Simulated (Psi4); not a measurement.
A dimer, HBr ··· BF3 (SMILES Br and FB(F)F); the first 2 atoms form monomer A.

```
6

Br     0.7124     0.0000     0.0000
H     -0.7124     0.0000     0.0000
F     -7.4700     0.3377    -0.1488
B     -8.7770     0.4736    -0.2135
F     -9.5600    -0.3912     0.3948
F     -9.3012     1.4750    -0.8864
```

What interaction energy does SAPT0/jun-cc-pVDZ, frozen core in Psi4 1.11 give, and which attractive term is the largest?

Total -0.05 kcal/mol: electrostatics -0.04, exchange 0.00, induction 0.00, dispersion 0.00. The most attractive term is electrostatics.
